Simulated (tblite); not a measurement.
C8H4Cl (doublet state).
Bonds: C1–C2 (triple), C2–C3, C3–C4 (aromatic), C4–C5 (aromatic), C5–C6 (aromatic), C6–C7 (aromatic), C7–Cl8, C7–C9 (aromatic), C3–C9 (aromatic). Hydrogens: H10 on C1; H11 on C4; H12 on C5; H13 on C9.
Bond orders are those of one Lewis drawing.

Computed with GFN2-xTB (tblite), gas phase: L-BFGS steps from a force-field or distance-geometry start until the largest atomic force falls under 0.01 eV/Å.

Geometry at step 2:
```
atom  x, y, z in Å
C1     -2.9258   -1.1123    0.1598
C2     -1.8125   -0.6662    0.0867
C3     -0.4826   -0.1450    0.0154
C4     -0.2730    1.1940   -0.3045
C5      1.0319    1.7044   -0.3720
C6      2.0660    0.8630   -0.1377
C7      1.9084   -0.4507    0.1738
Cl8     3.2668   -1.4770    0.4778
C9      0.6127   -0.9844    0.2591
H10    -3.9093   -1.4928    0.2218
H11    -1.1233    1.8483   -0.4913
H12     1.1819    2.7454   -0.6209
H13     0.4544   -2.0262    0.5143
```

**Question.** What forces act on the atoms?

**Answer.** 
```tsv
atom	Fx (eV/Å)	Fy (eV/Å)	Fz (eV/Å)
C1	-0.051	0.004	0.002
C2	0.295	0.079	0.028
C3	0.010	-0.241	0.007
C4	0.032	0.292	-0.020
C5	-0.625	0.231	-0.141
C6	-0.036	-0.021	0.018
C7	-0.342	-0.581	0.157
Cl8	0.017	-0.075	0.009
C9	0.074	0.256	-0.046
H10	0.257	0.091	-0.025
H11	0.244	-0.159	0.038
H12	0.012	-0.041	0.024
H13	0.112	0.166	-0.051
```

The largest, 0.69 eV/Å, acts on C7 (C5 within 3 % of it); the rms over all components is 0.194 eV/Å. The forces sum to zero within rounding, as they must for an isolated molecule in no field.

**Question.** Give the force on C7 in Eh/bohr and in nN.

**Answer.** 0.692 eV/Å ÷ 51.422 = 0.01346 Eh/bohr, and 0.692 eV/Å × 1.602 = 1.11 nN.

**Question.** How far is this geometry from the end of the optimisation?

**Answer.** 0.023 eV above it, and 0.018 Å rms away after alignment. The bonds farthest from their final lengths, with half the difference of the two atoms' forces along the bond (positive lengthens):

```json
{"bond": "C2–C3", "now (Å)": "1.430", "final (Å)": "1.418", "force along bond (eV/Å)": "-0.19"}
{"bond": "C7–C9", "now (Å)": "1.404", "final (Å)": "1.392", "force along bond (eV/Å)": "-0.36"}
{"bond": "C4–C5", "now (Å)": "1.403", "final (Å)": "1.392", "force along bond (eV/Å)": "-0.31"}
{"bond": "C4–H11", "now (Å)": "1.089", "final (Å)": "1.080", "force along bond (eV/Å)": "-0.22"}
{"bond": "C5–C6", "now (Å)": "1.354", "final (Å)": "1.361", "force along bond (eV/Å)": "+0.32"}
{"bond": "C3–C9", "now (Å)": "1.401", "final (Å)": "1.394", "force along bond (eV/Å)": "-0.13"}
```

The angle farthest from its final value is C6–C7–C9, 119.2° against 117.9°.

Of the 3 listed bonds off by 0.010 Å or more, this force points towards the final length in 3.

What follows is the cost of the whole relaxation. The run took 0.1 s on Arm Neoverse V1, one thread (shared host).
